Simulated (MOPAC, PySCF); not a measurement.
H$_{4}$OSi, SMILES `O[SiH3]`, neutral singlet in the gas phase. 

Cartesian coordinates (Å):
SMILES: [SiH3]O
```xyz
6

O      1.2061     0.0968    -0.4052
Si    -0.3919    -0.0573    -0.0121
H      1.8125     0.4315     0.2594
H     -0.9915     1.2476     0.3623
H     -0.5881    -0.9932     1.1230
H     -1.0539    -0.5866    -1.2203
```
Charge 0, multiplicity 1.

All levels are single points at this geometry (B3LYP-D3(BJ)/def2-TZVP); Pople sets use spherical d functions. Orbital energies aren't observables, and empty levels follow the basis.

```
level                            HOMO (eV)  LUMO (eV)  gap (eV)  dipole (D)  vertical IE, Delta-SCF (eV)
-------------------------------  ---------  ---------  --------  ----------  ---------------------------
PBE-D3(BJ)/def2-TZVP in PySCF        -7.20      -0.83      6.37        1.31                        10.90
ωB97X-D3(BJ)/def2-TZVP in PySCF     -11.29       1.99     13.28        1.37                        11.58
B3LYP/6-311+G** in PySCF             -8.55      -0.66      7.89        1.51                            –
B3LYP/6-31G* in PySCF                -8.20       0.29      8.48        1.45                        11.10
B3LYP/LANL2DZ in PySCF               -8.23       0.29      8.51        1.90                            –
HF/3-21G in PySCF                   -12.12       4.29     16.40        1.83                            –
HF/6-31G* in PySCF                  -12.36       3.67     16.03        1.58                            –
HF/STO-3G in PySCF                   -9.24      13.31     22.55        1.28                            –
PM3 in MOPAC                        -10.14       0.94     11.08        1.29                            –
```
